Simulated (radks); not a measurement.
Problem. These are the eigenvalues of the occupied orbitals of an atom or ion with whole-number occupations (eV). All-electron calculation, non-relativistic Kohn-Sham, PBE, spin-polarised, spherical densities, point nucleus. Program: a radial shooting solver on a logarithmic mesh with Libxc functionals.

1s: -26804.64
2s: -3931.511
2p: -3672.075
3s: -749.2231
3p: -643.0375
3d: -446.3393
4s: -118.2177
4p: -83.5799
4d: -27.1719
5s: -14.2303

Which element is it, and in what charge state? The configuration may be excited. Open shells, if any, are filled with parallel spins first.

Solution. Z = 49, indium, charge +1: In+ in [Kr] 4d10 5s2. The list shows which subshells hold electrons but not how many an open one holds; the 1s level, -985.05 hartree, gives Z - s = 44.4 by -(Z - s)^2/2, which with screening narrows Z to a few neighbours, and the depths of the outer levels then fix element, charge and occupations together.
